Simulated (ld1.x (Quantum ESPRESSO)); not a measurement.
**u(r) = r·R(r): atom against pseudo-atom (zirconium (Zr))**

Columns: radius, all-electron u(r) and pseudo u(r) of the 4d shell (level -28.23 eV) of zirconium in the configuration [Ar] 3d10 4s2 4p6 4d1 5s0 5p0; BP86, scalar-relativistic, ultrasoft scheme, ld1.x (Quantum ESPRESSO) 7.5.

| r (bohr) | all-electron | pseudo |
| --- | --- | --- |
| 0.128 | 0.1780 | -0.0028 |
| 0.255 | 0.3585 | -0.0213 |
| 0.382 | 0.3067 | -0.0671 |
| 0.510 | 0.1190 | -0.1454 |
| 0.638 | -0.1046 | -0.2526 |
| 0.765 | -0.3110 | -0.3768 |
| 0.893 | -0.4830 | -0.5049 |
| 1.020 | -0.6127 | -0.6194 |
| 1.148 | -0.7036 | -0.7098 |
| 1.275 | -0.7592 | -0.7681 |
| 1.402 | -0.7866 | -0.7955 |
| 1.530 | -0.7916 | -0.7972 |
| 1.658 | -0.7794 | -0.7812 |
| 1.785 | -0.7547 | -0.7548 |
| 1.912 | -0.7212 | -0.7212 |
| 2.040 | -0.6813 | -0.6813 |
| 2.168 | -0.6377 | -0.6377 |
| 2.295 | -0.5925 | -0.5925 |
| 2.422 | -0.5467 | -0.5467 |
| 2.550 | -0.5012 | -0.5012 |
| 2.678 | -0.4570 | -0.4570 |
| 2.805 | -0.4151 | -0.4151 |
| 2.932 | -0.3754 | -0.3754 |
| 3.060 | -0.3380 | -0.3380 |
| 3.188 | -0.3033 | -0.3033 |
| 3.315 | -0.2716 | -0.2716 |

Task: How many radial nodes do the two functions have?

Result: The all-electron 4d function has n − l − 1 = 1; the pseudo-wave has 0, since the states of the same l below it are removed with the core.

Task: At about which radius was the pseudo-wave matched?

Result: 1.85 bohr, where the columns begin to agree (steps of 0.13 bohr).

Task: Is the pseudo-wave norm-conserving?

Result: No, it belongs to an ultrasoft set: the norm inside the radius is not constrained, and the difference is carried by the augmentation charge.
